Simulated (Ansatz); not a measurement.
**Ligand exchange: BH2Br + C2H5I → BH2I + C2H5Br**

Species: BH2Br `BBr`, singlet; C2H5I (iodoethane) `CCI`, singlet; BH2I `BI`, singlet; C2H5Br (bromoethane) `CCBr`, singlet. The partners trade Br for I: B–Br and C–I bonds give way to B–I and C–Br.

Shapes, held fixed at every level: PBE0-D4/def2-TZVP. Programs: Ansatz 0.2.0. The zero-point and thermal change to 298 K, harmonic and unscaled (PBE0-D4/def2-TZVP), is 0.0 kJ/mol.

```json
{"level": "HF/def2-TZVPP", "kind": "Hartree–Fock", "ΔH(298 K) (kJ/mol)": "+20.4", "less CCSD(T)/def2-TZVPP": "-1.4"}
{"level": "PBE-D4/def2-TZVPP", "kind": "GGA", "ΔH(298 K) (kJ/mol)": "+20.5", "less CCSD(T)/def2-TZVPP": "-1.3"}
{"level": "r2SCAN0-D4/def2-TZVPP", "kind": "global hybrid", "ΔH(298 K) (kJ/mol)": "+21.0", "less CCSD(T)/def2-TZVPP": "-0.8"}
{"level": "wB97X-V/def2-TZVPP", "kind": "range-separated hybrid", "ΔH(298 K) (kJ/mol)": "+21.4", "less CCSD(T)/def2-TZVPP": "-0.4"}
{"level": "MP2/def2-SVP", "kind": "perturbation theory", "ΔH(298 K) (kJ/mol)": "+25.7", "less CCSD(T)/def2-TZVPP": "+3.9"}
{"level": "CCSD/def2-SVP", "kind": "coupled cluster or CI", "ΔH(298 K) (kJ/mol)": "+23.5", "less CCSD(T)/def2-TZVPP": "+1.7"}
{"level": "CCSD(T)/def2-TZVPP", "kind": "coupled cluster or CI", "ΔH(298 K) (kJ/mol)": "+21.8", "less CCSD(T)/def2-TZVPP": "0.0"}
```

The highest level, CCSD(T)/def2-TZVPP, gives ΔH(298 K) = +21.8 kJ/mol; the levels span +20.4 to +25.7. The column of differences is taken from that level and isn't an error. No measured value is set beside it here. For atoms past krypton def2 sets carry core potentials with scalar relativity. Relativity is left out for Br. Outer-core shells of Br, I are correlated in most correlated rows, in sets that cover them unevenly.
